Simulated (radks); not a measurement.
Values are calculated unless marked as measured or tabulated.
Question: Ionisation of the ytterbium ion Yb49+, [Ar] 3d3, to Yb50+, [Ar] 3d2, under several functionals. Dirac Kohn-Sham, spin-unpolarised, spherical densities, finite nucleus; open shells fill j = l - 1/2 first; a radial shooting solver on a logarithmic mesh with Libxc functionals. Known Delta-SCF values: PW91 4370.2 eV. What does exchange-only LDA give, and what is its highest occupied eigenvalue?

Answer: 4366.1 eV by Delta-SCF; the 3d3/2 eigenvalue is -4300.8 eV. NIST: 4364 eV (theoretical).

Beside tabulated values, note that spin-unpolarised runs miss the spin-polarisation part of the exchange energy of open shells.
